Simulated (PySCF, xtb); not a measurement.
CAgO, SMILES [C+](=O)[Ag], charge +1, multiplicity 1.

Harmonic wavenumbers (cm⁻¹) from GFN2-xTB (xtb) at its own minimum, in rising order: 175, 175, 205, 2311.

What does PySCF with PBE-D3(BJ)/def2-TZVP give at its own minimum? (The exact figures need the calculation; the answer reports its results.)

230, 230, 294, 2217. Paired by order, the mean absolute difference is 73 cm⁻¹ and the zero-point energies are 4.1 and 4.2 kcal/mol.
